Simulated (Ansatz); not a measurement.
A short molecular-dynamics run on CH6OSSiSn, SMILES `C[S][Sn][O][SiH3]`.

```yaml
crystal:
  periodic: [false, false, false]
  atoms:
    - {symbol: C, position_ang: [-1.451449, 1.708006, -0.348825]}
    - {symbol: S, position_ang: [-0.546255, 1.885833, -1.910693]}
    - {symbol: Sn, position_ang: [1.152644, 0.170880, -1.901812]}
    - {symbol: O, position_ang: [0.670715, -0.586623, -0.122647]}
    - {symbol: Si, position_ang: [1.169094, -1.782017, 0.868106]}
    - {symbol: H, position_ang: [-1.044644, 0.888165, 0.241341]}
    - {symbol: H, position_ang: [-1.368487, 2.641102, 0.207413]}
    - {symbol: H, position_ang: [-2.499524, 1.516102, -0.576183]}
    - {symbol: H, position_ang: [0.062673, -2.748229, 1.107214]}
    - {symbol: H, position_ang: [2.319816, -2.530035, 0.279766]}
    - {symbol: H, position_ang: [1.600817, -1.220183, 2.177021]}
basis:
  gaussian: {orbitals: def2-SVP}
hamiltonian: {xc: {name: BLYP}, dispersion: d4}
md: {timestep: 0.5 fs, n_steps: 30, ensemble: nve, temperature: 300, initial_velocities: maxwell_boltzmann, seed: 832}
```

```sh
$ ansatz run in.yaml --threads 2 --pin off --events-out ev --progress --plain --max-ram 32768MiB --backend cpu
```

```csv
step,time (fs),potential energy (eV),kinetic (eV),T (K),conserved (eV)
0,0.0,-27718.2468,0.3490,300,-27717.8978
1,0.5,-27718.2342,0.3365,289,-27717.8977
2,1.0,-27718.2061,0.3088,265,-27717.8973
3,1.5,-27718.1687,0.2719,234,-27717.8968
4,2.0,-27718.1297,0.2334,201,-27717.8963
5,2.5,-27718.0965,0.2005,172,-27717.8960
6,3.0,-27718.0739,0.1781,153,-27717.8959
7,3.5,-27718.0641,0.1682,145,-27717.8959
8,4.0,-27718.0663,0.1702,146,-27717.8961
9,4.5,-27718.0774,0.1810,156,-27717.8964
10,5.0,-27718.0929,0.1963,169,-27717.8967
11,5.5,-27718.1083,0.2114,182,-27717.8969
12,6.0,-27718.1194,0.2223,191,-27717.8971
13,6.5,-27718.1234,0.2263,194,-27717.8971
14,7.0,-27718.1198,0.2228,192,-27717.8970
15,7.5,-27718.1105,0.2138,184,-27717.8968
16,8.0,-27718.0997,0.2032,175,-27717.8964
17,8.5,-27718.0921,0.1958,168,-27717.8962
18,9.0,-27718.0911,0.1949,168,-27717.8962
19,9.5,-27718.0972,0.2008,173,-27717.8964
20,10.0,-27718.1078,0.2111,181,-27717.8966
21,10.5,-27718.1187,0.2219,191,-27717.8968
22,11.0,-27718.1274,0.2305,198,-27717.8968
23,11.5,-27718.1333,0.2367,203,-27717.8967
24,12.0,-27718.1389,0.2425,208,-27717.8964
25,12.5,-27718.1472,0.2509,216,-27717.8963
26,13.0,-27718.1604,0.2641,227,-27717.8963
27,13.5,-27718.1785,0.2821,242,-27717.8964
28,14.0,-27718.1992,0.3026,260,-27717.8967
29,14.5,-27718.2190,0.3221,277,-27717.8969
30,15.0,-27718.2342,0.3371,290,-27717.8971
```

Velocities are drawn at the set temperature; a run this short doesn't reach equilibrium.

Frames (Å, forces in eV/Å):

```xyz
11
time=0.0 fs
C    -1.451    1.708   -0.349   -0.039   -0.033    0.103
S    -0.546    1.886   -1.911   -0.230    0.684   -0.647
Sn    1.153    0.171   -1.902    0.904   -0.129   -1.120
O     0.671   -0.587   -0.123   -0.681    0.558    0.185
Si    1.169   -1.782    0.868    0.282   -0.756    0.673
H    -1.045    0.888    0.241    0.198   -0.427    0.325
H    -1.368    2.641    0.207    0.013    0.484    0.319
H    -2.500    1.516   -0.576   -0.566   -0.093   -0.082
H     0.063   -2.748    1.107   -0.185   -0.200    0.067
H     2.320   -2.530    0.280    0.214   -0.159   -0.077
H     1.601   -1.220    2.177    0.089    0.070    0.254
11
time=1.0 fs
C    -1.451    1.710   -0.350   -0.896   -0.567   -0.334
S    -0.548    1.888   -1.909   -0.172    0.730   -0.761
Sn    1.153    0.169   -1.901    0.892   -0.058   -1.214
O     0.670   -0.584   -0.125   -0.679    0.530    0.267
Si    1.170   -1.779    0.866    0.191   -1.168    0.012
H    -1.007    0.900    0.224    0.043   -0.530    0.402
H    -1.370    2.626    0.209    0.012    0.920    0.514
H    -2.528    1.506   -0.584    0.420    0.023    0.201
H     0.061   -2.744    1.106   -0.169   -0.207    0.029
H     2.330   -2.536    0.270    0.030   -0.027    0.023
H     1.575   -1.238    2.150    0.327    0.352    0.862
11
time=2.0 fs
C    -1.451    1.711   -0.351   -1.344   -0.924   -0.408
S    -0.551    1.890   -1.908   -0.125    0.771   -0.863
Sn    1.154    0.168   -1.900    0.879    0.013   -1.309
O     0.669   -0.580   -0.128   -0.667    0.480    0.365
Si    1.171   -1.776    0.864    0.093   -1.538   -0.571
H    -0.969    0.906    0.211   -0.201   -0.443    0.358
H    -1.372    2.620    0.216   -0.016    1.028    0.529
H    -2.553    1.496   -0.590    1.124    0.107    0.409
H     0.058   -2.742    1.106   -0.122   -0.186   -0.013
H     2.340   -2.542    0.260   -0.144    0.101    0.119
H     1.552   -1.252    2.131    0.524    0.589    1.383
11
time=3.0 fs
C    -1.452    1.711   -0.353   -1.348   -0.971   -0.108
S    -0.553    1.892   -1.907   -0.086    0.801   -0.951
Sn    1.154    0.166   -1.899    0.866    0.086   -1.402
O     0.668   -0.577   -0.130   -0.648    0.411    0.476
Si    1.171   -1.774    0.862    0.028   -1.769   -0.874
H    -0.933    0.909    0.201   -0.501   -0.229    0.245
H    -1.374    2.623    0.227   -0.067    0.761    0.328
H    -2.567    1.487   -0.592    1.470    0.141    0.517
H     0.053   -2.742    1.105   -0.053   -0.143   -0.056
H     2.350   -2.547    0.252   -0.283    0.208    0.199
H     1.534   -1.260    2.125    0.622    0.703    1.625
11
time=4.0 fs
C    -1.454    1.711   -0.354   -0.999   -0.749    0.409
S    -0.555    1.894   -1.906   -0.055    0.815   -1.023
Sn    1.155    0.165   -1.898    0.850    0.160   -1.489
O     0.666   -0.573   -0.131   -0.622    0.326    0.597
Si    1.172   -1.773    0.859    0.017   -1.803   -0.780
H    -0.902    0.909    0.194   -0.790    0.012    0.128
H    -1.377    2.633    0.242   -0.120    0.266   -0.006
H    -2.568    1.480   -0.589    1.464    0.121    0.526
H     0.048   -2.743    1.104    0.027   -0.086   -0.093
H     2.356   -2.550    0.245   -0.371    0.284    0.254
H     1.522   -1.262    2.135    0.600    0.654    1.476
11
time=5.0 fs
C    -1.456    1.710   -0.356   -0.382   -0.383    0.955
S    -0.557    1.897   -1.906   -0.030    0.813   -1.074
Sn    1.156    0.163   -1.898    0.830    0.234   -1.567
O     0.664   -0.569   -0.133   -0.592    0.230    0.721
Si    1.173   -1.772    0.856    0.042   -1.655   -0.342
H    -0.878    0.910    0.188   -1.004    0.196    0.056
H    -1.380    2.646    0.256   -0.160   -0.241   -0.343
H    -2.554    1.473   -0.581    1.110    0.040    0.443
H     0.044   -2.745    1.102    0.106   -0.026   -0.122
H     2.359   -2.551    0.241   -0.402    0.321    0.278
H     1.516   -1.258    2.158    0.483    0.469    0.994
11
time=6.0 fs
C    -1.460    1.709   -0.356    0.444    0.033    1.396
S    -0.560    1.900   -1.905   -0.013    0.795   -1.102
Sn    1.157    0.162   -1.897    0.804    0.306   -1.629
O     0.661   -0.564   -0.134   -0.559    0.127    0.841
Si    1.174   -1.771    0.853    0.058   -1.386    0.263
H    -0.864    0.912    0.182   -1.095    0.275    0.053
H    -1.386    2.657    0.267   -0.177   -0.609   -0.585
H    -2.530    1.467   -0.569    0.413   -0.108    0.276
H     0.040   -2.747    1.099    0.170    0.026   -0.138
H     2.358   -2.548    0.239   -0.372    0.318    0.270
H     1.514   -1.249    2.191    0.327    0.222    0.357
11
time=7.0 fs
C    -1.462    1.708   -0.356    1.348    0.439    1.649
S    -0.562    1.903   -1.906   -0.002    0.761   -1.102
Sn    1.158    0.161   -1.897    0.772    0.373   -1.672
O     0.659   -0.560   -0.135   -0.522    0.022    0.950
Si    1.175   -1.772    0.850    0.031   -1.063    0.858
H    -0.860    0.917    0.177   -1.041    0.228    0.124
H    -1.392    2.662    0.273   -0.171   -0.773   -0.691
H    -2.503    1.460   -0.554   -0.521   -0.309    0.054
H     0.038   -2.749    1.094    0.213    0.062   -0.143
H     2.353   -2.543    0.240   -0.282    0.275    0.229
H     1.516   -1.238    2.227    0.177   -0.016   -0.256
11
time=8.0 fs
C    -1.464    1.707   -0.354    2.008    0.749    1.637
S    -0.564    1.906   -1.906    0.003    0.712   -1.073
Sn    1.158    0.159   -1.897    0.732    0.433   -1.693
O     0.655   -0.556   -0.134   -0.483   -0.079    1.041
Si    1.176   -1.772    0.848   -0.051   -0.723    1.344
H    -0.866    0.924    0.173   -0.837    0.056    0.266
H    -1.401    2.660    0.272   -0.145   -0.714   -0.648
H    -2.480    1.450   -0.539   -1.372   -0.495   -0.155
H     0.038   -2.750    1.088    0.227    0.076   -0.135
H     2.346   -2.535    0.243   -0.139    0.194    0.159
H     1.519   -1.227    2.261    0.056   -0.208   -0.743
11
time=9.0 fs
C    -1.464    1.707   -0.351    2.000    0.813    1.296
S    -0.566    1.910   -1.907    0.007    0.648   -1.016
Sn    1.160    0.158   -1.897    0.684    0.484   -1.691
O     0.652   -0.552   -0.134   -0.441   -0.172    1.110
Si    1.177   -1.773    0.846   -0.175   -0.390    1.689
H    -0.880    0.931    0.172   -0.511   -0.214    0.460
H    -1.411    2.651    0.265   -0.103   -0.431   -0.458
H    -2.470    1.435   -0.525   -1.688   -0.546   -0.265
H     0.040   -2.751    1.081    0.211    0.064   -0.118
H     2.338   -2.524    0.248    0.044    0.085    0.067
H     1.522   -1.218    2.288   -0.029   -0.343   -1.074
11
time=10.0 fs
C    -1.463    1.707   -0.347    1.221    0.505    0.675
S    -0.569    1.914   -1.908    0.010    0.571   -0.929
Sn    1.161    0.157   -1.897    0.631    0.525   -1.666
O     0.648   -0.547   -0.132   -0.397   -0.251    1.153
Si    1.177   -1.774    0.844   -0.314   -0.079    1.895
H    -0.899    0.936    0.175   -0.143   -0.502    0.654
H    -1.422    2.638    0.254   -0.058    0.047   -0.142
H    -2.476    1.415   -0.513   -1.279   -0.387   -0.251
H     0.044   -2.751    1.073    0.168    0.028   -0.094
H     2.330   -2.514    0.253    0.243   -0.035   -0.036
H     1.526   -1.213    2.304   -0.082   -0.422   -1.258
11
time=11.0 fs
C    -1.460    1.708   -0.342    0.091   -0.141   -0.013
S    -0.571    1.918   -1.909    0.012    0.483   -0.815
Sn    1.162    0.155   -1.897    0.574    0.554   -1.619
O     0.644   -0.543   -0.130   -0.352   -0.313    1.167
Si    1.178   -1.775    0.843   -0.433    0.185    1.964
H    -0.919    0.937    0.185    0.153   -0.677    0.763
H    -1.433    2.625    0.242   -0.026    0.609    0.227
H    -2.494    1.392   -0.504   -0.434   -0.074   -0.167
H     0.050   -2.750    1.064    0.103   -0.028   -0.065
H     2.324   -2.503    0.258    0.420   -0.144   -0.131
H     1.528   -1.211    2.309   -0.108   -0.453   -1.311
11
time=12.0 fs
C    -1.458    1.708   -0.337   -0.852   -0.898   -0.475
S    -0.573    1.922   -1.911    0.010    0.385   -0.678
Sn    1.163    0.154   -1.897    0.512    0.571   -1.550
O     0.640   -0.540   -0.128   -0.305   -0.358    1.151
Si    1.179   -1.776    0.843   -0.500    0.370    1.889
H    -0.938    0.931    0.201    0.289   -0.621    0.710
H    -1.445    2.618    0.231   -0.015    1.040    0.514
H    -2.516    1.368   -0.497    0.405    0.263   -0.085
H     0.056   -2.750    1.054    0.027   -0.096   -0.036
H     2.323   -2.494    0.262    0.538   -0.219   -0.200
H     1.530   -1.214    2.301   -0.108   -0.437   -1.238
11
time=13.0 fs
C    -1.456    1.708   -0.333   -1.367   -1.450   -0.517
S    -0.575    1.926   -1.913    0.007    0.280   -0.529
Sn    1.164    0.153   -1.898    0.448    0.578   -1.463
O     0.636   -0.536   -0.124   -0.258   -0.388    1.108
Si    1.179   -1.776    0.844   -0.501    0.446    1.650
H    -0.954    0.919    0.225    0.266   -0.324    0.485
H    -1.457    2.621    0.226   -0.018    1.106    0.579
H    -2.534    1.346   -0.490    0.986    0.528   -0.042
H     0.063   -2.751    1.044   -0.048   -0.165   -0.010
H     2.326   -2.487    0.264    0.565   -0.241   -0.229
H     1.531   -1.221    2.282   -0.080   -0.370   -1.032
11
time=14.0 fs
C    -1.455    1.707   -0.329   -1.497   -1.589   -0.167
S    -0.578    1.930   -1.915    0.003    0.170   -0.376
Sn    1.165    0.152   -1.898    0.379    0.577   -1.361
O     0.631   -0.533   -0.120   -0.209   -0.403    1.041
Si    1.179   -1.777    0.845   -0.445    0.389    1.228
H    -0.968    0.905    0.253    0.166    0.101    0.159
H    -1.469    2.635    0.225   -0.014    0.748    0.397
H    -2.543    1.330   -0.484    1.249    0.684   -0.045
H     0.070   -2.754    1.033   -0.107   -0.224    0.012
H     2.335   -2.482    0.264    0.493   -0.207   -0.211
H     1.531   -1.231    2.252   -0.018   -0.247   -0.677
11
time=15.0 fs
C    -1.456    1.705   -0.325   -1.354   -1.337    0.362
S    -0.580    1.935   -1.917    0.003    0.059   -0.226
Sn    1.167    0.151   -1.899    0.307    0.572   -1.246
O     0.627   -0.530   -0.116   -0.161   -0.407    0.955
Si    1.179   -1.777    0.846   -0.368    0.200    0.626
H    -0.980    0.891    0.282    0.077    0.506   -0.169
H    -1.481    2.655    0.229    0.008    0.138    0.081
H    -2.540    1.319   -0.479    1.208    0.721   -0.088
H     0.075   -2.758    1.023   -0.138   -0.259    0.029
H     2.348   -2.479    0.261    0.338   -0.129   -0.156
H     1.530   -1.244    2.217    0.082   -0.065   -0.168
```

Hardware: 2 threads of an AMD EPYC 7R13 on a shared host. Wall time 67 s, peak host memory 0.21 GiB.
